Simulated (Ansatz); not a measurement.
`[AlH2][S][SiH3]` + `C[SiH2]N` → `C[SiH2][NH][AlH2]` + `[SiH3]S`  (ligand exchange at the Al–S bond)

Program: Ansatz. Geometries: PBE0-D4/def2-TZVP. ΔE: electronic, gas phase. CCSD(T)/CBS adds triple-zeta CCSD(T) − MP2 to the extrapolated MP2 energy (def2 sets, frozen cores). Functionals use def2-TZVPP. Each species was taken in one conformer, which may not be the lowest.

```json
{"species": "`[AlH2][S][SiH3]`", "PBE0-D4 energy (Eh)": "-932.81972"}
{"species": "`C[SiH2]N`", "PBE0-D4 energy (Eh)": "-386.41028"}
{"species": "`C[SiH2][NH][AlH2]`", "PBE0-D4 energy (Eh)": "-629.35587"}
{"species": "`[SiH3]S`", "PBE0-D4 energy (Eh)": "-689.86552"}
```

Problem. Work out ΔE.

Solution. ΔE = (-629.35587) + (-689.86552) − (-932.81972) − (-386.41028) = 0.00861 Eh = +22.6 kJ/mol. CCSD(T)/CBS gives +17.1 kJ/mol.

Largest T1 diagnostic among the species: 0.011.
